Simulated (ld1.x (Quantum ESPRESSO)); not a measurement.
Ranking TM potentials for lithium (Li)

All share these settings but for the change named:

* Element: lithium
* Generator: ld1.x (Quantum ESPRESSO) 7.5
* Type: norm-conserving Troullier–Martins (Kleinman–Bylander form)
* Functional: Wu–Cohen
* Relativity: non-relativistic
* Frozen core: none
* Valence charge: 3
* Reference configuration: 1s2 2s1 2p0
* Partial waves: 2p (bound, empty): rc 4.20 bohr; 3d channel at -0.05 Ry: rc 4.55 bohr; 1s (bound): rc 0.65 bohr
* Local potential: the s channel
* Core correction: none

Occupied shells without a wave of their own: 2s. They enter only through the test configuration that unscreens the potential.

Test errors are all-electron minus pseudo excitation energies from the reference, over 1s2 2s0 2p0; 1s2 2s0.5 2p0; 1s2 2s0 2p1; 1s1 2s1 2p0. None of these files shows a bound ghost.

The base gives 91.4 meV.

Of 7 variants that were run, those that failed, showed a ghost or another fault, or gave nearly equal values are left out.

A variant can come out equal or close to the base, since the largest error may sit in a test that the change hardly touches while other tests move.

Task: Rank these variants by their largest absolute test error, smallest first.
A. wave 1s (bound): rc 0.65 bohr becomes 1s (bound): rc 0.80 bohr
B. all radii scaled by about 0.93 (s 0.60, p 3.90, d 4.24 bohr)
C. wave 2p (bound): rc 4.20 bohr becomes 2p (bound): rc 5.26 bohr

Result: B (68.7 meV), C (91.4 meV), A (187.5 meV).
